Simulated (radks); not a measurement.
Results of a calculation; reference values are marked as such.
Question: Si IV, 11 electrons, occupied as [Ne] 4p1 (not the ground configuration). Level of theory: scalar-relativistic Kohn-Sham, PBE, spin-polarised, spherical densities, point nucleus; open shells are filled with parallel spins first (a radial shooting solver on a logarithmic mesh with Libxc functionals). Some entries of the table are withheld. Estimate them.

orbital,occ.,eigenvalue (eV),<r^2> (bohr^2),<1/r> (bohr^-1)
1s up,1,-1832.544,(1),13.64
1s down,1,-1832.492,(2),13.64
2s up,1,-184.2324,(3),2.592
2s down,1,-184.1433,(4),2.592
2p up,3,-140.3940,0.3559,2.477
2p down,3,-140.2874,0.3554,2.478
4p up,1,-16.8562,19.67,0.3362

Answer: 
(1) 1s up <r^2> (bohr^2): 0.01667
(2) 1s down <r^2> (bohr^2): 0.01667
(3) 2s up <r^2> (bohr^2): 0.3807
(4) 2s down <r^2> (bohr^2): 0.3803
